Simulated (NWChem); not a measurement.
**Basis-set convergence for HISSi**

```xyz
4

Si    -1.3009     0.8844     0.0000
I      0.3148    -1.0508     0.0000
S      0.1459     2.4907     0.0000
H     -0.8052     3.4597     0.0000
```
Charge 0, spin multiplicity 1.

Everything below was run with NWChem. All single points use one geometry, from B3LYP/def2-SVP with def2 effective core potentials on I, a minimum by its harmonic frequencies. It is one conformer; others weren't searched.

Quantity: vertical ionisation energy at the level ΔPBE (Δ: difference of total energies, the cation a doublet at the parent's geometry with its hole in an orbital of symmetry a' (Cs labels); it is the state that the SCF runs reached, from PBE0 orbitals for Hartree-Fock references, and need not be the lowest).

Effective core potentials replace the inner electrons of I; spin-orbit coupling is left out. The structure started from a generated list of species. The stability of the SCF solutions was not checked.

The cost column gives rough processor time relative to def2-SVP; each entry includes its own SCF.

```tsv
basis	functions	vertical ionisation energy (eV)	relative cost
def2-SVP	67	8.79	1
def2-SVPD	94	8.84	under 3
def2-TZVP	130	8.75	under 3
def2-TZVPP	148	8.75	under 3
def2-TZVPD	157	8.77	under 3
```

Smallest basis within 0.1 eV of def2-TZVPD, the largest set run: def2-SVP, with 67 functions against 157 (also within reach: def2-SVPD, def2-TZVP, def2-TZVPP). def2-TZVPD isn't the basis-set limit itself, and a small set can land close by cancellation.
